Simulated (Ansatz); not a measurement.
System: NbF, charge 0, multiplicity 5. The spin state was set by rule; other spins were not relaxed. 
Structure (B3LYP-D3(BJ)/def2-TZVP (Ansatz, an electronic-structure program) minimum search):
```
Nb
F 1 1.8876
```
Charge 0, spin multiplicity 5.

Quantity: atomisation energy (electronic, to ground-state atoms), in kcal/mol. Valence correlation only, unless marked. UHF or UKS for open shells. Spin-orbit coupling is left out. The frozen core is the preceding noble-gas configuration, with the filled d and f shells of earlier blocks. Past Kr the def2 sets carry scalar-relativistic core potentials. STO-3G rows are all-electron and non-relativistic. The coupled-cluster limit lacks core correlation, which all-electron functionals hold. CBS marks a two-point X^-3 extrapolation of the correlation energy; Hartree-Fock from the larger set.

```
level                                        program  atomisation energy (kcal/mol)  minus last row
------------------------------------  --------------  -----------------------------  --------------
BLYP/def2-TZVPD                               Ansatz                          141.3             4.3
B97M-V/def2-TZVPD                             Ansatz                          131.9            -5.1
B3LYP-D3(BJ)/def2-TZVPD               Ansatz + dftd3                          136.4            -0.6
PBE0-D3(BJ)/def2-TZVPD                Ansatz + dftd3                          131.8            -5.2
r2SCANh-D4/def2-TZVPD                 Ansatz + dftd4                          132.1            -4.9
LC-wPBE-D4/def2-TZVPD                 Ansatz + dftd4                          138.9             1.9
wB97M-V/def2-TZVPD                            Ansatz                          135.8            -1.2
PBE-QIDH/def2-TZVPD                           Ansatz                          131.4            -5.6
MP2/STO-3G                                    Ansatz                          116.1           -20.9
MP2/def2-TZVPPD                               Ansatz                          139.8             2.8
RI-MP2/def2-TZVPP                             Ansatz                          138.8             1.8
SCS-MP2/def2-TZVPP                            Ansatz                          141.1             4.1
SCS-MP2/def2-QZVPP                            Ansatz                          144.5             7.5
CCSD(T)/STO-3G                                Ansatz                          124.1           -12.9
CCSD(T)/CBS(def2-TZVPPD,def2-QZVPPD)          Ansatz                          137.0             0.0
```
